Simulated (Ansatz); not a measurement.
Molecule (SMILES): F[C]F (closed-shell singlet).
Atoms: F1, C2, F3. Bonds: F1-C2, C2-F3.

Basis-set convergence of the highest harmonic wavenumber at MP2 with Ansatz (a quantum-chemistry and plane-wave program). Each level at its own minimum, finite differences of forces, unscaled; the reference is a large set that could be run, not a limit. All functions are spherical. Cores are frozen. A restricted Hartree-Fock determinant is unstable towards unrestricted orbitals. No added dispersion term, no relativity. Reference: the value in aug-pcseg-2, 1255 cm⁻¹, itself unsure by roughly 3 cm⁻¹ (its mean distance from aug-cc-pVTZ, def2-TZVPPD). Deviations are taken from unrounded values.

| basis | functions | highest harmonic wavenumber (cm⁻¹) |
|---|---|---|
| cc-pVDZ | 42 | 1263 |
| aug-cc-pVDZ | 69 | 1194 |
| def2-SVP | 42 | 1311 |
| def2-SVPD | 66 | 1248 |
| pcseg-1 | 42 | 1257 |
| aug-pcseg-1 | 69 | 1217 |
| 6-311G** | 54 | 1280 |
| 6-311+G** | 66 | 1252 |
| cc-pVTZ | 90 | 1271 |
| aug-cc-pVTZ | 138 | 1251 |
| pcseg-2 | 90 | 1263 |
| aug-pcseg-2 | 138 | 1255 |
| def2-TZVPP | 93 | 1264 |
| def2-TZVPPD | 117 | 1254 |

What the diffuse functions change, pair by pair:
- cc-pVDZ to aug-cc-pVDZ: 27 more functions, deviation 8 to -61 cm⁻¹
- def2-SVP to def2-SVPD: 24 more functions, deviation 56 to -7 cm⁻¹
- pcseg-1 to aug-pcseg-1: 27 more functions, deviation 1 to -38 cm⁻¹
- 6-311G** to 6-311+G**: 12 more functions, deviation 24 to -3 cm⁻¹
- cc-pVTZ to aug-cc-pVTZ: 48 more functions, deviation 16 to -4 cm⁻¹
- pcseg-2 to aug-pcseg-2: 48 more functions, deviation 8 to 0 cm⁻¹
- def2-TZVPP to def2-TZVPPD: 24 more functions, deviation 9 to -1 cm⁻¹

Leaving out the reference's own pair, they bring the value nearer the reference by more than 3 cm⁻¹ in 4 of 6 pairs.
